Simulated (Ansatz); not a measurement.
Input for Ansatz (a first-principles code): R-RI-MP2/aug-cc-pV(Q+d)Z on CF4O2Si (a complex). Files ending in .json are basis or fitting sets from the Basis Set Exchange.

Ansatz 0.2 input:
```yaml
crystal:
  periodic: [false, false, false]
  atoms:
    - {symbol: O, position_ang: [0.86698584, -0.27905425, -0.66582728]}
    - {symbol: C, position_ang: [0.03998839, 0.04391521, 0.07756955]}
    - {symbol: O, position_ang: [-0.79157941, 0.36871643, 0.81991630]}
    - {symbol: F, position_ang: [-0.35796307, 1.49476318, 3.75354705]}
    - {symbol: Si, position_ang: [-0.02952351, -0.02391539, 3.94813233]}
    - {symbol: F, position_ang: [-1.30281364, -0.89580062, 3.68194004]}
    - {symbol: F, position_ang: [1.11883824, -0.44865347, 2.96404178]}
    - {symbol: F, position_ang: [0.45610242, -0.25997971, 5.42066693]}
basis:
  gaussian:
    orbitals: aug-cc-pV_Q+d_Z.json
    fitting: {mean_field: def2-universal-JKFIT, correlation: aug-cc-pVQZ-RIFIT.json}
magnetization: {spin_polarized: false}
correlation: {method: mp2, electrons: outside_noble_gas}
scf: {lower_state_search: off}
```

It printed:

```
WARN ansatz: RAYON_NUM_THREADS=6 ignored (pool sized by the plan → 6); use --threads N
Functional definition: HF
these checks for a lower state are left out or cut short: stability, starts, cluster_reference, orbital_swaps, neighbouring_geometries, increment
integrals: 1.81 GiB planned
665 factors; integrals over basis functions are off by at most 1.4e0 eV
mean field: 2.71 GiB planned
mean field evaluation 1: about -23802.6598 eV, gradient 5.9e1 eV
mean field evaluation 2: about -23805.9773 eV, gradient 3.9e1 eV
mean field evaluation 4: about -23807.9309 eV, gradient 1.4e0 eV
mean field -23807.93384766 eV, -874.9254313044 hartree, gradient 1.2e-6 eV, S^2 0.000000; 0 other end points of the search recorded, 0 dependent functions left out
12 core orbitals not correlated
1370 factors; their error is unknown
reference -23807.93384766 eV, -874.9254313044 hartree; 24, 24 occupied and 613, 613 virtual orbitals, 1370 factors
second order -51.22169073 eV of doubles, -0.00000000 eV of singles
Total energy: -23859.15553840 eV, -876.8077937196 hartree
Checks for a lower state left out: stability, starts, cluster_reference, orbital_swaps, neighbouring_geometries, increment
```

Self-consistency was reached.

Cost: around 30 core-seconds (rough).
